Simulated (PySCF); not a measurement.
The electron affinity along the 5p block

All values are computed (PySCF 2.14, energy differences of UHF-based or UKS calculations, no spin-orbit coupling). Values in eV. The last column holds reference values (measured affinities from photodetachment; the arrow runs from anion to atom). Unmarked ones compare directly (S terms, centres of terms, or small fine structure); those marked * lie between the lowest fine-structure levels and include a spin-orbit shift.

| element | configurations | SCS-MP2 (valence) | CCSD(T) (valence) | LDA | PBE | PBE0 | r2SCAN | reference |
| --- | --- | --- | --- | --- | --- | --- | --- | --- |
| In (aug-cc-pVTZ-PP with ECP28MDF, ECP) | [Kr] 4d10 5s2 5p2 → [Kr] 4d10 5s2 5p1 | 0.272 | 0.419 | 0.636 | 0.531 | 0.489 | 0.560 | 0.384 * |
| Sn (aug-cc-pVTZ-PP with ECP28MDF, ECP) | [Kr] 4d10 5s2 5p3 → [Kr] 4d10 5s2 5p2 | 1.222 | 1.390 | 1.545 | 1.412 | 1.409 | 1.508 | 1.112 * |
| Sb (aug-cc-pVTZ-PP with ECP28MDF, ECP) | [Kr] 4d10 5s2 5p4 → [Kr] 4d10 5s2 5p3 | 0.652 | 0.757 | 1.166 | 0.944 | 0.880 | 0.901 | 1.047 * |
| I (aug-cc-pVTZ-PP with ECP28MDF, ECP) | [Xe] → [Kr] 4d10 5s2 5p5 | 3.129 | 3.152 | 3.499 | 3.241 | 3.235 | 3.257 | 3.059 * |

Problem. Fill in the row of Te (aug-cc-pVTZ-PP with ECP28MDF, ECP) ([Kr] 4d10 5s2 5p5 → [Kr] 4d10 5s2 5p4).

Solution. SCS-MP2 (valence) 1.849; CCSD(T) (valence) 1.913; LDA 2.306; PBE 2.060; PBE0 2.018; r2SCAN 2.024; reference 1.971 * (eV).

The highest occupied level of the anion is positive for In⁻ at LDA, PBE, PBE0, r2SCAN; Sn⁻ at LDA, PBE, PBE0, r2SCAN; Sb⁻ at LDA, PBE, PBE0, r2SCAN; Te⁻ at LDA, PBE, r2SCAN, so there the basis helps to hold the electron.

"Valence" correlates the outer s and p shells and, in groups 3 to 12 and the f block, the outer d or f shell, open or full, or the next shell where the ion has no valence electron left; the wider scheme adds the next inner shell.
